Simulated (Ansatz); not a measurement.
The same ligand exchange along the group B, Al, Ga, In.

Computed with Ansatz on PBE0-D4/def2-TZVP structures; ΔE is electronic, products minus reactants. CBS: MP2 limit from def2 TZ/QZ plus the TZ coupled-cluster correction, frozen cores. This one scheme is used for every species. DFT in def2-TZVPP. Elements past krypton have def2 core potentials. For Ga, Ge, In outer-core shells are correlated without core-valence functions, which leaves a few kJ/mol of doubt a bond. Scalar relativity is left out up to krypton. One conformer a species, not always the lowest.

```csv
reaction,CCSD(T)/CBS(def2) (kJ/mol)
`[SiH3]OB(Cl)Cl` + `[SiH3][NH][GeH3]` → `[SiH3][N]([SiH3])[GeH3]` + `OB(Cl)Cl`,28
`[SiH3][O][Al]([Cl])[Cl]` + `[SiH3][NH][GeH3]` → `[SiH3][N]([SiH3])[GeH3]` + `[OH][Al]([Cl])[Cl]`,?
`[SiH3][O][Ga]([Cl])[Cl]` + `[SiH3][NH][GeH3]` → `[SiH3][N]([SiH3])[GeH3]` + `[OH][Ga]([Cl])[Cl]`,37
`[SiH3][O][In]([Cl])[Cl]` + `[SiH3][NH][GeH3]` → `[SiH3][N]([SiH3])[GeH3]` + `[OH][In]([Cl])[Cl]`,39
```

Question: Fill in the missing values. (Best estimate.)

Answer: The calculation gave: `[SiH3][O][Al]([Cl])[Cl]` + `[SiH3][NH][GeH3]` → `[SiH3][N]([SiH3])[GeH3]` + `[OH][Al]([Cl])[Cl]`: +46.4 kJ/mol.

Largest T1 diagnostic: 0.014, for `[OH][In]([Cl])[Cl]`.
